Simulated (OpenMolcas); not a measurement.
Ni⁶⁺: effect of the basis set

| Item | Value |
| --- | --- |
| Program | OpenMolcas |
| Method | MS-CASPT2, IPEA 0.25 Eh, imaginary shift 0.1 Eh (closed shells correlated: 3s 3p) |
| Active space | 4 electrons in 10 orbitals (3d 4d) |
| State averaging | 2S+1 = 5 even, 5 roots; 2S+1 = 3 even, 45 roots; 2S+1 = 1 even, 44 roots |
| Spin-orbit coupling | state interaction with AMFI integrals over the reference wave functions, term energies averaged over their components |

A. ANO-RCC-VTZP [6s5p3d2f1g], DKH2, point nucleus; CASPT2 step of the order of 16 core-minutes
B. ANO-R2 [6s5p4d2f1g], X2C, finite nucleus; CASPT2 step about 15 core-minutes
C. ANO-RCC-VQZP [7s6p4d3f2g1h], DKH2, point nucleus; CASPT2 step about 21 core-minutes

Energies in cm⁻¹ above 3d⁴ ⁵D₀, the measured ground level; measured values from Corliss and Sugar, J. Phys. Chem. Ref. Data 10, 197 (1981).

| Level | A | B | C | Measured |
| --- | --- | --- | --- | --- |
| 3d⁴ ⁵D₀ | 0.0 | 0.0 | 0.0 | 0.0 |
| 3d⁴ ⁵D₁ | 295 | 287 | 285 | 279 |
| 3d⁴ ⁵D₂ | 854 | 831 | 826 | 804 |
| 3d⁴ ⁵D₃ | 1635 | 1593 | 1583 | 1520 |
| 3d⁴ ⁵D₄ | 2600 | 2530 | 2520 | 2392 |
| 3d⁴ ³P₀(1) | 30720 | 31120 | 30640 | 30077 |
| 3d⁴ ³H₄ | 32310 | 32660 | 32180 | 31672 |
| 3d⁴ ³P₁(1) | 32470 | 32830 | 32340 | 31836 |
| 3d⁴ ³H₅ | 33010 | 33330 | 32850 | 32286 |
| 3d⁴ ³H₆ | 33740 | 34040 | 33560 | 32877 |
| 3d⁴ ³F₂(1) | 35020 | 35370 | 34850 | 34247 |
| 3d⁴ ³F₃(1) | 35110 | 35470 | 34950 | 34317 |
| 3d⁴ ³P₂(1) | 35260 | 35570 | 35060 | 34555 |
| 3d⁴ ³F₄(1) | 35440 | 35770 | 35260 | 34576 |
| 3d⁴ ³G₃ | 39000 | 39360 | 38870 | 38160 |
| 3d⁴ ³G₄ | 39710 | 40050 | 39560 | 38746 |
| 3d⁴ ³G₅ | 40290 | 40610 | 40130 | 39247 |
| 3d⁴ ³D₃ | 47860 | 48200 | 47710 |  |
| 3d⁴ ³D₂ | 48090 | 48420 | 47930 |  |
| 3d⁴ ³D₁ | 48340 | 48670 | 48180 |  |
| 3d⁴ ¹G₄(1) | 48850 | 49240 | 48600 |  |
| 3d⁴ ¹I₆ | 49320 | 49770 | 49090 |  |
| 3d⁴ ¹S₀ | 52690 | 53080 | 52380 |  |
| 3d⁴ ¹D₂ | 60950 | 61490 | 60780 |  |

Deviations, from unrounded energies. A percentage is the sum of absolute deviations over the sum of measured energies, with the sign that they share, or ± where signs differ.

```csv
Against measurement,Levels,A,B,C
mean absolute deviation (cm-1),16,620,860,490
fine structure of the ground term (%),4,+7.8,+5.0,+4.4
other terms of the ground configuration (%),12,+2.3,+3.3,+1.9
```

C lies closest to measurement on these levels and B furthest from it. The largest miss of C in the table is 3d⁴ ³G₅, by +880 cm-1. The ranking rests on the paired levels alone, and a cruder setting can come out closer through cancelling errors.

The two smallest mean deviations differ by little beside CASPT2's spread within terms, so their order carries little weight.

Among A to C the level of the table that moves most is 3d⁴ ¹D₂, by 710 cm-1 (lowest in C, highest in B). Moves below CASPT2's spread within the term are not significant.

CASPT2 does not keep the components of a term degenerate, so their means are used; among the terms shown or strongly mixed into the levels shown the widest spread is 970 cm-1 (3d⁴ ¹I, B). Active for correlation alone: 4d; no level in the range computed is led by a configuration that fills it, so any true level of that kind is missing. The CASPT2 spread within a term exceeds the gap to the next term for 3d⁴ ¹G(1) and 3d⁴ ¹I, so the order of their levels is uncertain (figures for B; the like holds for C). Measured partners are found by configuration, term and J. A level has none where our copy of the source lacks it or the pairing is in doubt (some pairs that miss far off the trend of their configuration count as doubtful), and it then counts in no deviation. Only configurations of the active space appear. Levels that lie high or do not pair safely by name in every column are left out.

A number in round brackets counts repeated terms of one configuration in the order of the reference energies.
